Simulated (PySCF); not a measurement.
A structure optimised at PBE-D3(BJ)/def2-SVP, used in a PySCF frequency run:

```xyz
11

Ti     0.0213    -0.0032     0.0373
O      1.6436    -0.5633    -0.5517
H      2.0783    -0.2218    -1.3520
O      0.1246     0.7514     1.6858
H      0.8979     0.7143     2.2750
N     -0.6729     1.2939    -1.1560
H     -0.5411     2.3028    -1.0212
H     -1.4175     1.1334    -1.8411
N     -1.1466    -1.4903     0.0009
H     -0.9551    -2.3623    -0.5037
H     -1.9413    -1.6263     0.6351
```

Q: Write its SMILES and formula.

A: [NH2][Ti]([NH2])([OH])[OH], H6N2O2Ti

Q: What are its rotational constants (standard atomic weights)?

A: 3.1543, 3.0624, 3.0357 GHz
